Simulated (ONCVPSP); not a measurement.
**What one change does to a pseudopotential (Br, ONCV)**

```json
{"Element": "Br (Z = 35)", "Generator": "ONCVPSP 4.0.1", "Type": "optimised norm-conserving Vanderbilt (ONCV)", "Functional": "PBE", "Relativity": "scalar-relativistic", "Frozen core": "[Ar]", "Valence charge": "17", "Reference configuration": "3d10 4s2 4p5", "Partial waves": "4s: rc 1.45 bohr, ncon 3, nbas 6, qcut 4.6 1/bohr, 2 projectors, debl 1.6 Ha; 4p: rc 1.35 bohr, ncon 4, nbas 7, qcut 6.8 1/bohr, 3 projectors, debl 0.5 Ha; 3d: rc 1.05 bohr, ncon 4, nbas 9, qcut 16.4 1/bohr, 1 projector", "Local potential": "polynomial inside 0.70 bohr (lpopt 5, dvloc0 0 Ha)", "Core correction": "none"}
```

Change: all radii scaled by about 0.84 (s 1.22, p 1.14, d 0.88 bohr); local potential polynomial inside 0.58 bohr (lpopt 5, dvloc0 0 Ha).

Cutoffs: the cutoffs (Ha) at which the residual kinetic energy of the hardest occupied pseudo-wave falls to 1 and 0.1 mHa per electron; they do not see the model core or the augmentation charge, which bear on the density cutoff. Errors are all-electron minus pseudo energies relative to the spin-unpolarised reference configuration.

Question: Predict the effect on cutoff, ghosts and configuration errors.

Answer: The potential gets harder (105 Ha and 116 Ha → 121 Ha and 135 Ha); both files keep a bound ghost (p, s); the number of tests with a reliable result goes from 3 to 4; of the 3 tests that both files solve, the error grows in 0 and shrinks in 1 by more than 15 % and 0.3 meV (median size 6.3 → 5.4 meV). A smaller radius makes the pseudo-wave follow the all-electron one further in, where it bends more sharply, so more plane waves are needed.

| quantity | base | changed |
| --- | --- | --- |
| cutoff, loose | 105 Ha | 121 Ha |
| cutoff, tight | 116 Ha | 135 Ha |
| loose cutoff by channel | s 18 Ha, p 12 Ha, d 105 Ha | s 18 Ha, p 106 Ha, d 121 Ha |
| bound ghosts | s, p | s, p |
| GHOST(+) flags under 300 eV | p at 93.2 eV | none |
| tests with a reliable result | 3 of 4 | 4 of 4 |
| error for 3d10 4s2 4p4, meV [ΔE 12.55 eV] | -2.3 | -1.7 |
| error for 3d10 4s2 4p3, meV [ΔE 35.31 eV] | -6.3 | -5.4 |
| error for 3d10 4s2 4p2, meV [ΔE 69.30 eV] | -8.0 | -9.0 |

 A true bound ghost makes a file unfit for plane-wave use even where its test errors are small: the radial tests pick states by their node count and pass the ghost by.
